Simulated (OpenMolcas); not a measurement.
# Ag5+ in a point-charge field

Ag5+ among 4 point charges of -2.5 e arranged as a square (D4h), 2.29 Å from the ion.
```
   2.2900    0.0000    0.0000  -2.50
   0.0000    2.2900    0.0000  -2.50
  -2.2900    0.0000    0.0000  -2.50
   0.0000   -2.2900    0.0000  -2.50
```

* Program: OpenMolcas
* Method: SS-CASPT2, IPEA 0.25 Eh, imaginary shift 0.1 Eh (closed shells correlated: 4s 4p)
* Basis: ANO-RCC-VTZP [7s6p4d2f1g]
* Scalar Hamiltonian: DKH2, point nucleus
* Active space: 6 electrons in 5 orbitals (4d)
* State averaging: 2S+1 = 5 even, 5 roots; 2S+1 = 3 even, 45 roots; 2S+1 = 1 even, 50 roots
* Spin-orbit coupling: state interaction with AMFI integrals over the reference wave functions

The lowest spin-free states (labels of D4, the rotations of D4h), above the lowest:

```csv
State,Degeneracy,E (cm-1),Free-ion L (%)
5A1,1,0,D (100)
5E,2,2060,D (100)
5B2,1,9660,D (100)
5B1,1,12170,D (100)
3E,2,21800,H (61)
3B2,1,22070,H (44)
3A2,1,22420,H (66)
3A1,1,22960,H (80)
3E,2,23060,H (89)
3B1,1,23770,H (56)
3E,2,24970,F (51)
3E,2,25020,H (66)
3B1,1,25190,F (67)
3B2,1,25240,F (56)
3A2,1,25520,H (64)
3E,2,26640,P (48)
3A2,1,27570,P (48)
3A1,1,27930,G (84)
3E,2,28440,F (68)
3A2,1,30680,F (45)
```

The lowest levels with spin-orbit coupling:

| E (cm-1) | Degeneracy | Label | 2S+1 | g |
| --- | --- | --- | --- | --- |
| 0 | 1 | A1 | 5 |  |
| 160 | 2 | E | 5 | 0.00 0.00 3.67 |
| 670 | 1 | B2 | 5 |  |
| 680 | 1 | B1 | 5 |  |
| 2310 | 2 | E | 5 | 0.00 0.00 9.92 |
| 3560 | 1 | B2 | 5 |  |
| 3580 | 1 | B1 | 5 |  |
| 4000 | 2 | E | 5 | 0.00 0.00 2.96 |
| 4150 | 1 | A2 | 5 |  |
| 5140 | 1 | A1 | 5 |  |
| 5210 | 2 | E | 5 | 0.00 0.00 5.28 |
| 9570 | 1 | A1 | 5 |  |
| 9570 | 1 | A2 | 5 |  |
| 10850 | 2 | E | 5 | 0.00 0.00 6.58 |
| 11300 | 1 | B2 | 5 |  |
| 13730 | 1 | B1 | 5 |  |
| 14050 | 2 | E | 5 | 0.00 0.00 1.32 |
| 14660 | 1 | A1 | 5 |  |
| 14740 | 1 | A2 | 5 |  |
| 20390 | 1 | B1 | 3 |  |

Powder χT (cm3 K/mol): 0.0938 at 2 K, 0.469 at 10 K, 2.28 at 50 K, 3.64 at 100 K, 4.42 at 200 K, 4.68 at 300 K. The effective moment at 300 K is 2.828 √(χT) = 6.12 μB.

The lowest level has 2S+1 = 5, for which the spin-only value is χT = S(S+1) / 2 = 3.000 cm3 K/mol (g = 2). The computed 4.682 at 300 K differs by +1.682, through orbital momentum, spin-orbit coupling and any other state in reach.

Point charges give a weaker field than real ligands, and real ions of this kind are as a rule low spin; the high spin found here belongs to the model. Free-ion shares, where given, are those of the reference states; single-state CASPT2 does not remix them. This is an electrostatic model: the charges have no orbitals. No measured value stands beside these numbers.

With an even number of electrons the g values are those of a degenerate or nearly degenerate non-Kramers pair.
